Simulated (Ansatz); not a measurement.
`[CH3][GaH][CH]=O` → `O=[CH][GaH2]` + `[CH2]` (triplet) at 400 K and 1 bar (formal loss of a carbene).

Calculated with Ansatz (gas phase, PBE0-D4/def2-TZVP geometries, no zero-point term in ΔE). CBS: MP2 limit from def2 TZ/QZ plus the TZ coupled-cluster correction, frozen cores. This one scheme is used for every species. Triplets are unrestricted, without spin–orbit coupling. For Ga outer-core shells are correlated without core-valence functions, which leaves a few kJ/mol of doubt a bond. Scalar relativity is left out up to krypton. Each species was taken in one conformer, which may not be the lowest.

| species | CCSD(T)/CBS energy (Eh) | H − E (kJ/mol) | S (J/(mol·K)) |
| --- | --- | --- | --- |
| `[CH3][GaH][CH]=O` | -2078.18542 | 187.5 | 387.7 |
| `O=[CH][GaH2]` | -2038.90941 | 102.8 | 323.4 |
| `[CH2]` (triplet) | -39.09499 | 59.0 | 205.7 |

H − E and S are ideal-gas, rigid-rotor, harmonic terms from PBE0-D4/def2-TZVP, for one conformer and one mirror image of each species, with the whole ground term of open shells counted as degenerate. 1 Eh = 2625.50 kJ/mol, R = 8.31446 J/(mol·K).

**Question.** By hand: ΔE, ΔH, ΔS and ΔG.

**Answer.** ΔE = (-2038.90941) + (-39.09499) − (-2078.18542) = 0.18102 Eh = 475.3 kJ/mol. Δ(H − E) = 102.8 + 59.0 − 187.5 = -25.7, so ΔH = 449.6 kJ/mol. ΔS = 323.4 + 205.7 − 387.7 = 141.4 J/(mol·K). ΔG = 449.6 − 400 × (141.4)/1000 = 393.0 kJ/mol.

**Question.** By hand: the equilibrium constant, and the temperature at which ΔG would vanish if ΔH and ΔS stayed fixed.

**Answer.** log₁₀ K = −ΔG/(RT ln 10) = -51.3. ΔG = 0 at ΔH/ΔS = 3180 K, far beyond where these terms or the molecules hold.

The number of gas molecules changes by +1, which sets the sign of ΔS. A doubt of 5 kJ/mol in ΔE shifts log₁₀ K by 0.7 here. Other conformers and mirror images would add mixing entropy, several J/(mol·K) or more a flexible species. Modes under 60 cm⁻¹, often nearly free rotors, make the harmonic entropy too high. A triplet takes part, so the spin changes. These are equilibria of isolated gas molecules and say nothing of rates. Largest T1 diagnostic: 0.017 (customary marks: 0.02 for closed shells, 0.045 for open ones).
